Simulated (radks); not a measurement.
The numbers below are computed, except where a source is named.
Q: These are the eigenvalues of the occupied orbitals of an atom or ion with whole-number occupations (hartree). Code: a radial shooting solver on a logarithmic mesh with Libxc functionals. Model: Dirac Kohn-Sham, LDA (Slater exchange, VWN5 correlation), spin-unpolarised, spherical densities, finite nucleus; Fermi nuclear charge, rms radius of each element as measured or else 0.836 A^(1/3) + 0.57 fm.

1s1/2: -458.6062
2s1/2: -58.94446
2p1/2: -52.93258
2p3/2: -51.40100
3s1/2: -7.81238
3p1/2: -5.75601
3p3/2: -5.53977
3d3/2: -1.98107
3d5/2: -1.94813
4s1/2: -0.64239
4p1/2: -0.25422
4p3/2: -0.23999

Which element is it, and in what charge state? The configuration may be excited. Open shells, if any, are shared by 2j + 1.

A: Z = 34, selenium, charge 0: Se in [Ar] 3d10 4s2 4p4. The list shows which subshells hold electrons but not how many an open one holds; the 1s level, -458.61 hartree, gives Z - s = 30.3 by -(Z - s)^2/2, which with screening and relativity narrows Z to a few neighbours, and the depths of the outer levels then fix element, charge and occupations together.
